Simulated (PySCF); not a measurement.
Isomers of C6H10O2Si, mass 142.045 u with the commonest isotopes. Method used: PBE0/pcSseg-1 in PySCF (dipole) on a GFN2-xTB geometry, gas phase. One conformer each, none proved a minimum here; rigid rotors.

Question: Order these by rotational constant A, smallest first.
A. `[CH2:1]=[CH:2][C@@H:3]1[CH2:4][O:5][CH2:6][C:7](=[O:8])[SiH2:9]1` with C1–C2–C3–C4 -139°, C2–C3–C4–O5 -65°, C3–C4–O5–C6 -83°, C4–O5–C6–C7 65°, O5–C6–C7–O8 154°
B. `O=C1[SiH2][C@@H]2CC[C@H]1OC2`
C. `[CH2:1]=[C:2]1[CH2:3][O:4][C@H:5]([CH:6]=[O:7])[CH2:8][SiH2:9]1` with O4–C5–C6–O7 -146°, C1–C2–C3–O4 127°, C2–C3–O4–C5 67°, C3–O4–C5–C6 59°, O4–C5–C8–Si9 55°
D. `[CH2:1]=[C:2]1[SiH2:3][O:4][C@H:5]([O:6][CH3:7])[C:8]1=[CH2:9]` with O4–C5–O6–C7 64°, C1–C2–Si3–O4 179°, C2–Si3–O4–C5 17°, Si3–O4–C5–O6 93°, O4–C5–C8–C9 -156°

Answer: B (1955 MHz), D (2012 MHz), C (2195 MHz), A (2257 MHz).

Question: Order these by out-of-plane moment Σ m c² = (Ia + Ib − Ic)/2, largest first.
A. `O=C1[SiH2][C@@H]2CC[C@H]1OC2`
B. `[CH2:1]=[C:2]1[SiH2:3][O:4][C@H:5]([O:6][CH3:7])[C:8]1=[CH2:9]` with O4–C5–O6–C7 64°, C1–C2–Si3–O4 179°, C2–Si3–O4–C5 17°, Si3–O4–C5–O6 93°, O4–C5–C8–C9 -156°
C. `[CH2:1]=[C:2]1[CH2:3][O:4][C@H:5]([CH:6]=[O:7])[CH2:8][SiH2:9]1` with O4–C5–C6–O7 -146°, C1–C2–C3–O4 127°, C2–C3–O4–C5 67°, C3–O4–C5–C6 59°, O4–C5–C8–Si9 55°
D. `[CH2:1]=[CH:2][C@@H:3]1[CH2:4][O:5][CH2:6][C:7](=[O:8])[SiH2:9]1` with C1–C2–C3–C4 -139°, C2–C3–C4–O5 -65°, C3–C4–O5–C6 -83°, C4–O5–C6–C7 65°, O5–C6–C7–O8 154°
E. `[CH2:1]=[C:2]([CH3:3])[C@@:4]1([O:5][CH:6]=[O:7])[CH2:8][SiH2:9]1` with C1–C2–C4–O5 113°, C2–C4–O5–C6 -164°, C4–O5–C6–O7 0°

Answer: A (100.18 u·Å²), E (68.38 u·Å²), C (67.43 u·Å²), D (49.14 u·Å²), B (41.43 u·Å²).

Question: Order these by radius of gyration √(Σ m r²/M), largest first.
A. `O=C1[SiH2][C@@H]2CC[C@H]1OC2`
B. `[CH2:1]=[C:2]1[CH2:3][O:4][C@H:5]([CH:6]=[O:7])[CH2:8][SiH2:9]1` with O4–C5–C6–O7 -146°, C1–C2–C3–O4 127°, C2–C3–O4–C5 67°, C3–O4–C5–C6 59°, O4–C5–C8–Si9 55°
C. `[CH2:1]=[CH:2][C@@H:3]1[CH2:4][O:5][CH2:6][C:7](=[O:8])[SiH2:9]1` with C1–C2–C3–C4 -139°, C2–C3–C4–O5 -65°, C3–C4–O5–C6 -83°, C4–O5–C6–C7 65°, O5–C6–C7–O8 154°

Answer: C (2.156 Å), B (2.056 Å), A (1.846 Å).

```json
{"SMILES": "C=C[C@@H]1COCC(=O)[SiH2]1", "point group": "C1", "Ia (u·Å²)": "223.93", "Ib (u·Å²)": "485.63", "Ic (u·Å²)": "611.29", "κ": "-0.70", "μa (D)": "1.86", "μb (D)": "0.75", "μc (D)": "1.85"}
{"SMILES": "C=C1CO[C@H](C=O)C[SiH2]1", "point group": "C1", "Ia (u·Å²)": "230.24", "Ib (u·Å²)": "437.67", "Ic (u·Å²)": "533.04", "κ": "-0.67", "μa (D)": "1.13", "μb (D)": "0.83", "μc (D)": "0.59"}
{"SMILES": "O=C1[SiH2][C@@H]2CC[C@H]1OC2", "point group": "C1", "Ia (u·Å²)": "258.51", "Ib (u·Å²)": "325.58", "Ic (u·Å²)": "383.74", "κ": "-0.26", "μa (D)": "3.24", "μb (D)": "0.56", "μc (D)": "1.25"}
{"SMILES": "C=C1[SiH2]O[C@H](OC)C1=C", "point group": "C1", "Ia (u·Å²)": "251.20", "Ib (u·Å²)": "396.80", "Ic (u·Å²)": "565.14", "κ": "-0.32", "μa (D)": "0.37", "μb (D)": "0.27", "μc (D)": "0.07"}
{"SMILES": "C=C(C)[C@@]1(OC=O)C[SiH2]1", "point group": "C1", "Ia (u·Å²)": "232.17", "Ib (u·Å²)": "428.80", "Ic (u·Å²)": "524.22", "κ": "-0.65", "μa (D)": "1.00", "μb (D)": "1.30", "μc (D)": "0.16"}
```
